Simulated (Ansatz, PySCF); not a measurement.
Torsion H3–S1–Ge2–H4 in GeH4S (SMILES [SH][GeH3]); at each angle all else is relaxed with GFN2-xTB, and the levels are single points there.
Geometry at 60° (charge 0, multiplicity 1):
```
atom    x (Å)    y (Å)    z (Å)
----  -------  -------  -------
S      1.4818  -0.8451  -0.1084
Ge    -0.5411  -0.0050   0.0113
H      2.0854   0.3294   0.0268
H     -0.7706   0.9862  -1.0924
H     -0.7543   0.6817   1.3291
H     -1.4972  -1.1427  -0.1251
```

On the grid 0° to 120°, 120° is the highest and 60° the lowest point at MP2/CBS(def2-TZVPP, def2-QZVPP) + ΔCCSD(T)/def2-TZVPP.

Cores are frozen in the correlated methods. Filled d and f shells under p-block atoms count as core. Rows in 6-31G* carry no dispersion term and start afresh at each structure (6-31G* with six Cartesian d functions); the Pople sets are all-electron and without relativity.

Programs: Ansatz (a first-principles code) with Gaussian orbitals; PySCF for 6-31G* rows, the dispersion terms. 

| level | energy at 120° less that at 60° (meV) |
|---|---|
| r2SCAN-D3(BJ)/def2-TZVPP | 28.6 |
| B3LYP-D3(BJ)/def2-TZVPP | 26.5 |
| PBE0/def2-TZVPP | 26.8 |
| PBE0-D3(BJ)/def2-TZVPP | 27.0 |
| M06-2X/6-31G* | 29.1 |
| wB97X-V/def2-TZVPP | 26.9 |
| wB97M-V/def2-TZVPP | 26.3 |
| CCSD/def2-TZVPP | 27.4 |
| CCSD(T)/def2-SVP | ? |

### Question
Complete the blanks.

### Answer

- CCSD(T)/def2-SVP, energy at 120° less that at 60° (meV): 32.2
